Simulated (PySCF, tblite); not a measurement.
One entry of a table of gas-phase calculations, keyed by method. Lists by class give the value and the number of equivalent atoms.

```json
{
 "formula": "C8H9Cl",
 "smiles": "C[C@@]12C=C[C@@H](C1)C(Cl)=C2",
 "charge": 0,
 "multiplicity": 1,
 "geometry_level": "GFN2-xTB",
 "atoms_angstrom": [
  ["C", -2.024, -0.273, -0.657],
  ["C", -0.595, -0.016, -0.238],
  ["C", -0.279, 1.37, 0.321],
  ["C", 0.877, 1.291, 0.961],
  ["C", 1.358, -0.149, 0.839],
  ["C", -0.003, -0.863, 0.912],
  ["C", 1.632, -0.355, -0.645],
  ["Cl", 3.206, -0.579, -1.264],
  ["C", 0.477, -0.273, -1.294],
  ["H", -2.143, -1.302, -0.988],
  ["H", -2.698, -0.098, 0.18],
  ["H", -2.305, 0.39, -1.473],
  ["H", -0.91, 2.224, 0.165],
  ["H", 1.434, 2.062, 1.457],
  ["H", 2.148, -0.459, 1.515],
  ["H", -0.517, -0.712, 1.861],
  ["H", 0.049, -1.926, 0.682],
  ["H", 0.286, -0.326, -2.347]
 ],
 "electronic_structure_code": "PySCF",
 "results": {
  "GFN2-xTB geometry": {
   "point_group": "C1",
   "rotational_constants_GHz": [2.89, 1.056, 0.931]
  },
  "PBE0/pcSseg-1 ground state and GIAO shieldings, non-relativistic": {
   "dipole_D": 1.78,
   "homo_eV": -6.46,
   "lumo_eV": -0.58,
   "shift_vs_computed_TMS_C_by_class_ppm": [
    [167.1, 1],
    [157.6, 1],
    [153.7, 1],
    [147.5, 1],
    [84.2, 1],
    [61.7, 1],
    [60.8, 1],
    [19.2, 1]
   ],
   "shift_vs_computed_TMS_H_by_class_ppm": [
    [7.31, 1],
    [6.89, 1],
    [6.46, 1],
    [3.08, 1],
    [2.2, 1],
    [2.14, 1],
    [1.54, 3]
   ],
   "shielding_other_nuclei_by_class_ppm": [
    ["Cl", 743.3, 1]
   ],
   "charges_hirshfeld_e_by_atom": [-0.12, 0.02, -0.05, -0.05, -0.03, -0.06, 0.01, -0.04, -0.07, 0.04, 0.04, 0.04, 0.05, 0.05, 0.04, 0.04, 0.03, 0.05]
  },
  "GFN2-xTB harmonic vibrations, gas phase": {
   "strongest_ir_bands_cm-1_km_per_mol_modes": [
    [801.0, 21.8, 1],
    [2998.8, 51.3, 1],
    [3002.1, 32.8, 1],
    [3032.1, 63.8, 2],
    [3037.7, 53.0, 2],
    [3158.8, 39.2, 1]
   ],
   "zpe_kcal_per_mol": 90.7
  }
 }
}
```

With B = h/(8π²I), that is 505.379 GHz u Å² over I, the principal moments of inertia are 174.9, 478.7 and 543.1 u Å² (most abundant isotopes). The zero-point energy, half the sum of the 48 harmonic wavenumbers, equals 31710 cm⁻¹ or 379 kJ/mol.

 NMR classes are plain means over equivalent atoms (diastereotopic ones count apart unless rotation or inversion swaps them), as if these changed places fast; in this geometry the members of some classes differ.
